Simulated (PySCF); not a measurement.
**Excitation energy of Ti⁺ by level of theory**

Ti⁺ [Ar] 3d2 4s1 (4F) → Ti⁺ [Ar] 3d3 (4F), as a difference of total energies. Calculation: PySCF 2.14, in aug-cc-pVTZ-DK (8s7p5d3f2g, 93 functions); scalar relativity by spin-free X2C-1e. Correlated levels: valence: [Ar] frozen. The calculations carry no spin-orbit coupling.

```csv
method,excitation energy (cm⁻¹),error (cm⁻¹)
UHF,5333.9,+4473.7
LDA,-1716.6,-2576.9
PBE,-1378.3,-2238.6
PBE0,-775.03,-1635.3
r2SCAN,-1180.0,-2040.2
M06-L,-5899.3,-6759.6
LC-wPBE,-2918.9,-3779.2
r2SCANh,-929.58,-1789.8
wB97X,-2313.3,-3173.6
MP2 (valence),3315.5,+2455.2
SCS-MP2 (valence),4661.1,+3800.8
```

Reference: 860.27 cm⁻¹ (measured; NIST levels, between the centres of gravity of the two terms).

Errors of the correlated levels include the incompleteness of this basis and the frozen core.
